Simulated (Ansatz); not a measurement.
`O[SiH](Cl)[Si](O)(O)O` + `C[SiH](O)N[SiH2]O` → `C[SiH](O)[Si](O)(O)O` + `O[SiH2]N[SiH](O)Cl`  (redistribution)

Program: Ansatz. Geometries: PBE0-D4/def2-TZVP. ΔE: electronic, gas phase. CCSD(T)/CBS adds triple-zeta CCSD(T) − MP2 to the extrapolated MP2 energy (def2 sets, frozen cores). Functionals use def2-TZVPP. One conformer a species, not always the lowest.

```json
{"species": "`O[SiH](Cl)[Si](O)(O)O`", "r2SCAN energy (Eh)": "-1343.31310"}
{"species": "`C[SiH](O)N[SiH2]O`", "r2SCAN energy (Eh)": "-827.83370"}
{"species": "`C[SiH](O)[Si](O)(O)O`", "r2SCAN energy (Eh)": "-922.98348"}
{"species": "`O[SiH2]N[SiH](O)Cl`", "r2SCAN energy (Eh)": "-1248.16131"}
```

Question: Work out ΔE.

Answer: ΔE = (-922.98348) + (-1248.16131) − (-1343.31310) − (-827.83370) = 0.00201 Eh = +0.05 eV. CCSD(T)/CBS gives +0.06 eV.

Largest T1 diagnostic among the species: 0.012.
